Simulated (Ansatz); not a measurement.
`[CH3][Ge][OH]` + H₂ → `[CH3][GeH]` + H₂O at 500 K and 1 bar (hydrogenolysis of a Ge–O bond).

Computed with Ansatz on PBE0-D4/def2-TZVP structures; ΔE is electronic, products minus reactants. CCSD(T)/CBS adds triple-zeta CCSD(T) − MP2 to the extrapolated MP2 energy (def2 sets, frozen cores). This one scheme is used for every species. For Ge outer-core shells are correlated without core-valence functions, which leaves a few kJ/mol of doubt a bond. Scalar relativity is left out up to krypton. Each species was taken in one conformer, which may not be the lowest.

```
        species  CCSD(T)/CBS energy (Eh)  H − E (kJ/mol)  S (J/(mol·K))
`[CH3][Ge][OH]`              -2191.75471           161.1          346.9
             H₂                 -1.17544            41.0          145.5
   `[CH3][GeH]`              -2116.52215           134.7          307.3
            H₂O                -76.37941            73.2          206.3
```

H − E and S are ideal-gas, rigid-rotor, harmonic terms from PBE0-D4/def2-TZVP, for one conformer and one mirror image of each species. The MP2-based limit puts H₂ 0.8 mEh under its directly extrapolated value; such offsets cancel only in part. 1 Eh = 2625.50 kJ/mol, R = 8.31446 J/(mol·K).

Question: By hand: ΔE, ΔH, ΔS and ΔG.

Answer: ΔE = (-2116.52215) + (-76.37941) − (-2191.75471) − (-1.17544) = 0.02859 Eh = 75.1 kJ/mol. Δ(H − E) = 134.7 + 73.2 − 161.1 − 41.0 = 5.8, so ΔH = 80.9 kJ/mol. ΔS = 307.3 + 206.3 − 346.9 − 145.5 = 21.2 J/(mol·K). ΔG = 80.9 − 500 × (21.2)/1000 = 70.3 kJ/mol.

Question: By hand: the equilibrium constant, and the temperature at which ΔG would vanish if ΔH and ΔS stayed fixed.

Answer: log₁₀ K = −ΔG/(RT ln 10) = -7.3. ΔG = 0 at ΔH/ΔS = 3816 K, far beyond where these terms or the molecules hold.

ΔH outweighs TΔS. A doubt of 5 kJ/mol in ΔE shifts log₁₀ K by 0.5 here. Other conformers and mirror images would add mixing entropy, several J/(mol·K) or more a flexible species. These are equilibria of isolated gas molecules and say nothing of rates. Largest T1 diagnostic: 0.014 (customary marks: 0.02 for closed shells, 0.045 for open ones).
